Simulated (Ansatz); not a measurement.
CH₉AlSi₂ (`C[SiH]([AlH2])[SiH3]`). The species carries charge 0 and has multiplicity 1. Geometry: relaxed with PBE0-D4/def2-TZVP.

```xyz
13

C     1.334    1.347   -0.391
Si    0.383   -0.285   -0.393
Al   -1.698   -0.268   -1.686
Si   -0.165   -0.885    1.806
H     0.710    2.155   -0.004
H     1.644    1.618   -1.403
H     2.227    1.277    0.232
H     1.271   -1.380   -0.895
H    -2.438   -1.632   -2.031
H    -2.366    1.100   -2.151
H    -0.838   -2.212    1.837
H     1.039   -0.947    2.682
H    -1.103    0.113    2.396
```

What is the dipole moment at ωB97M-V/def2-TZVPP? (Best estimate.)

The calculation gave: 1.09 D, with components (0.64, 0.75, -0.46) D in this frame, pointing from negative to positive charge.

And with PBE, r2SCAN, B3LYP? (An estimate is asked.)

Ansatz gave: PBE 1.13 D, r2SCAN 1.13 D, B3LYP 1.09 D.

Give the Mulliken charges with ωB97M-V, PBE, r2SCAN in def2-TZVPP. (An estimate is asked.)

Computed: 
```json
{"atom": "C1", "ωB97M-V": "-0.45", "PBE": "-0.37", "r2SCAN": "-0.30"}
{"atom": "Si2", "ωB97M-V": "0.01", "PBE": "0.06", "r2SCAN": "0.05"}
{"atom": "Al3", "ωB97M-V": "0.34", "PBE": "0.32", "r2SCAN": "0.46"}
{"atom": "Si4", "ωB97M-V": "0.02", "PBE": "0.07", "r2SCAN": "0.14"}
{"atom": "H5", "ωB97M-V": "0.13", "PBE": "0.11", "r2SCAN": "0.08"}
{"atom": "H6", "ωB97M-V": "0.12", "PBE": "0.11", "r2SCAN": "0.08"}
{"atom": "H7", "ωB97M-V": "0.13", "PBE": "0.11", "r2SCAN": "0.08"}
{"atom": "H8", "ωB97M-V": "-0.02", "PBE": "-0.06", "r2SCAN": "-0.08"}
{"atom": "H9", "ωB97M-V": "-0.11", "PBE": "-0.11", "r2SCAN": "-0.16"}
{"atom": "H10", "ωB97M-V": "-0.11", "PBE": "-0.11", "r2SCAN": "-0.16"}
{"atom": "H11", "ωB97M-V": "-0.02", "PBE": "-0.04", "r2SCAN": "-0.06"}
{"atom": "H12", "ωB97M-V": "-0.02", "PBE": "-0.05", "r2SCAN": "-0.07"}
{"atom": "H13", "ωB97M-V": "-0.03", "PBE": "-0.05", "r2SCAN": "-0.07"}
```

B3LYP here is the variant with VWN-RPA as its local correlation; programs differ in this.
